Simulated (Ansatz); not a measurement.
Computed with Ansatz on PBE0-D4/def2-TZVP structures; ΔE is electronic, products minus reactants. CBS: MP2 limit from def2 TZ/QZ plus the TZ coupled-cluster correction, frozen cores. Functionals use def2-TZVPP. For Se outer-core shells are correlated without core-valence functions, which leaves a few kJ/mol of doubt a bond. Scalar relativity is left out up to krypton. Each species was taken in one conformer, which may not be the lowest.

Reaction (formal exchange of groups at the Se–Si bond): `[SeH][Si]([SeH])([SeH])[SeH]` + `O=CC[SiH3]` → `O=CC([SiH3])[SeH]` + `[SeH][SiH]([SeH])[SeH]`

(1) Is it downhill or uphill in electronic energy at CCSD(T)/CBS, and by how much? (Estimate.)

(2) What do these levels give: ωB97X-V, PBE, PBE0, HF/def2-TZVPP, SCS-MP2/def2-QZVPP, MP2/CBS(def2)? (Best estimate.)

Largest T1 diagnostic among the species: 0.014.

## Answers

(1) Ansatz gave: Uphill: ΔE = +106.5 kJ/mol.

(2) Ansatz gave: ωB97X-V 105.3, PBE 101.0, PBE0 106.1, HF/def2-TZVPP 110.6, SCS-MP2/def2-QZVPP 106.0, MP2/CBS(def2) 110.7 kJ/mol.

From PBE to PBE0 (25 % exact exchange), in def2-TZVPP and without D4, ΔE moves by +5.1 kJ/mol. In def2-TZVPP, CCSD(T) changes the Hartree–Fock value by −8.2 kJ/mol (the triples alone add −1.5 kJ/mol) and MP2 by −4.0 kJ/mol. The D4 term adds +4.6 kJ/mol with B3LYP and +2.7 kJ/mol with PBE0; it sums over pairs of atoms, weighted by their polarisabilities, and B3LYP, whose exchange is more repulsive, gets the larger term.

B3LYP here is the variant with VWN-RPA as its local correlation; programs differ in this.
